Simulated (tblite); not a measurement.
A geometry optimisation, step by step.

Compound: C₂BrCl₂ (doublet state).
Bonds: Cl1–C2, C2–Cl3, C2–C4 (double), C4–Br5.
Bond orders are those of one Lewis drawing.

Computed with GFN2-xTB (tblite), gas phase: L-BFGS steps from a force-field or distance-geometry start until the largest atomic force falls under 0.01 eV/Å. 14 of its 88 geometries are shown.

Step 0: E = -471.5772 eV, largest atomic force 2.458 eV/Å
```
atom  x, y, z in Å  |  force x, y, z in eV/Å
Cl1    -1.345    1.489    0.323   -1.070   0.654   0.125
C2     -0.578    0.019   -0.016    2.316  -0.158   0.033
Cl3    -1.414   -1.424   -0.345   -1.019  -0.500  -0.139
C4      0.719   -0.011   -0.005    2.230  -0.061   0.035
Br5     2.627   -0.070    0.026   -2.457   0.066  -0.053
```

Step 7: E = -471.9450 eV, largest atomic force 0.062 eV/Å
```
atom  x, y, z in Å  |  force x, y, z in eV/Å
Cl1    -1.423    1.451    0.309   -0.042   0.038   0.006
C2     -0.468    0.013   -0.008   -0.019   0.006   0.003
Cl3    -1.486   -1.378   -0.339   -0.041  -0.044  -0.013
C4      0.807   -0.013   -0.002    0.050   0.008   0.011
Br5     2.578   -0.070    0.022    0.051  -0.009  -0.007
```

Step 13: E = -471.9456 eV, largest atomic force 0.175 eV/Å
```
atom  x, y, z in Å  |  force x, y, z in eV/Å
Cl1    -1.432    1.450    0.307    0.001  -0.013  -0.003
C2     -0.466    0.015   -0.007   -0.078  -0.003  -0.002
Cl3    -1.487   -1.380   -0.342    0.023   0.007   0.002
C4      0.809   -0.002    0.009    0.172   0.030   0.008
Br5     2.585   -0.079    0.016   -0.118  -0.022  -0.006
```

Step 20: E = -471.9452 eV, largest atomic force 0.055 eV/Å
```
atom  x, y, z in Å  |  force x, y, z in eV/Å
Cl1    -1.425    1.452    0.310    0.002  -0.001  -0.003
C2     -0.466    0.012   -0.008   -0.027   0.000  -0.001
Cl3    -1.492   -1.378   -0.339    0.004   0.004  -0.002
C4      0.809   -0.018   -0.006    0.053  -0.006   0.012
Br5     2.583   -0.066    0.025   -0.032   0.003  -0.007
```

Step 27: E = -471.9450 eV, largest atomic force 0.083 eV/Å
```
atom  x, y, z in Å  |  force x, y, z in eV/Å
Cl1    -1.422    1.454    0.313    0.018  -0.006  -0.006
C2     -0.467    0.011   -0.008    0.025   0.000  -0.002
Cl3    -1.497   -1.376   -0.336    0.010   0.016  -0.002
C4      0.809   -0.027   -0.018    0.025  -0.031   0.021
Br5     2.585   -0.058    0.032   -0.079   0.022  -0.011
```

Step 33: E = -471.9452 eV, largest atomic force 0.038 eV/Å
```
atom  x, y, z in Å  |  force x, y, z in eV/Å
Cl1    -1.425    1.453    0.310    0.008  -0.004  -0.003
C2     -0.467    0.012   -0.007    0.016  -0.001  -0.002
Cl3    -1.493   -1.377   -0.338    0.006   0.007  -0.001
C4      0.809   -0.021   -0.007    0.008  -0.010   0.012
Br5     2.583   -0.064    0.025   -0.037   0.007  -0.007
```

Step 40: E = -471.9439 eV, largest atomic force 0.363 eV/Å
```
atom  x, y, z in Å  |  force x, y, z in eV/Å
Cl1    -1.412    1.457    0.324    0.075  -0.033  -0.017
C2     -0.467    0.005   -0.009    0.116   0.001  -0.011
Cl3    -1.514   -1.371   -0.326    0.045   0.068  -0.006
C4      0.810   -0.057   -0.069    0.115  -0.115   0.084
Br5     2.592   -0.031    0.062   -0.351   0.079  -0.049
```

Step 47: E = -471.9446 eV, largest atomic force 0.222 eV/Å
```
atom  x, y, z in Å  |  force x, y, z in eV/Å
Cl1    -1.417    1.455    0.319    0.046  -0.019  -0.012
C2     -0.467    0.008   -0.008    0.070   0.001  -0.005
Cl3    -1.506   -1.373   -0.331    0.027   0.042  -0.003
C4      0.809   -0.042   -0.044    0.072  -0.077   0.049
Br5     2.589   -0.044    0.047   -0.214   0.053  -0.028
```

Step 54: E = -471.9468 eV, largest atomic force 0.558 eV/Å
```
atom  x, y, z in Å  |  force x, y, z in eV/Å
Cl1    -1.446    1.448    0.284   -0.048  -0.044   0.024
C2     -0.471    0.025   -0.006    0.520  -0.025   0.046
Cl3    -1.456   -1.390   -0.362    0.023   0.007   0.012
C4      0.810    0.037    0.110   -0.512   0.190  -0.115
Br5     2.571   -0.117   -0.043    0.018  -0.128   0.033
```

Step 60: E = -471.9769 eV, largest atomic force 0.782 eV/Å
```
atom  x, y, z in Å  |  force x, y, z in eV/Å
Cl1    -1.479    1.423    0.254   -0.139  -0.033   0.075
C2     -0.449    0.041    0.000   -0.620   0.056   0.006
Cl3    -1.382   -1.401   -0.391    0.120  -0.040  -0.025
C4      0.802    0.156    0.239    0.726   0.223  -0.187
Br5     2.516   -0.217   -0.119   -0.087  -0.205   0.131
```

Step 67: E = -472.0498 eV, largest atomic force 0.678 eV/Å
```
atom  x, y, z in Å  |  force x, y, z in eV/Å
Cl1    -1.613    1.368    0.249   -0.178   0.103   0.142
C2     -0.433    0.160    0.031   -0.206  -0.052   0.029
Cl3    -1.100   -1.398   -0.466   -0.037  -0.045  -0.056
C4      0.819    0.335    0.332   -0.181   0.302  -0.169
Br5     2.336   -0.461   -0.163    0.602  -0.307   0.054
```

Step 74: E = -472.0638 eV, largest atomic force 0.992 eV/Å
```
atom  x, y, z in Å  |  force x, y, z in eV/Å
Cl1    -1.659    1.308    0.060   -0.387   0.273   0.044
C2     -0.447    0.137   -0.015   -0.666  -0.733  -0.056
Cl3    -1.121   -1.544   -0.235    0.195   0.344   0.006
C4      0.791    0.388    0.180    0.853   0.206  -0.082
Br5     2.444   -0.287   -0.008    0.006  -0.091   0.087
```

Step 80: E = -472.1083 eV, largest atomic force 0.077 eV/Å
```
atom  x, y, z in Å  |  force x, y, z in eV/Å
Cl1    -1.748    1.254   -0.028    0.036  -0.042   0.000
C2     -0.457    0.124   -0.026    0.033   0.017   0.052
Cl3    -0.993   -1.562   -0.138    0.008   0.045  -0.013
C4      0.786    0.475    0.090   -0.016  -0.045  -0.061
Br5     2.420   -0.288    0.085   -0.061   0.026   0.021
```

Step 87: E = -472.1096 eV, largest atomic force 0.009 eV/Å
```
atom  x, y, z in Å  |  force x, y, z in eV/Å
Cl1    -1.752    1.244   -0.036    0.000   0.002  -0.001
C2     -0.457    0.122   -0.022    0.000  -0.008   0.003
Cl3    -0.988   -1.564   -0.125    0.000   0.002  -0.001
C4      0.786    0.478    0.059    0.001   0.004  -0.001
Br5     2.419   -0.278    0.108   -0.001   0.000   0.000
```

Q: Summarise the path.

A: The energy falls by 51.37 kJ/mol from step 0 to step 87; nine tenths of that is first reached at step 73. It rises by more than 0.2 meV at steps 14, 17, 18, 26, 32, 35, 36 and 39 and others. The largest force goes from 2.458 to 0.009 eV/Å. Among the bonds C4–Br5 changes most, from 1.908 to 1.800 Å; the atoms move by 0.361 Å rms after alignment.

What follows is the cost of the whole relaxation. Time: 0.35 s. Hardware: one thread of an Arm Neoverse V2 (shared host).
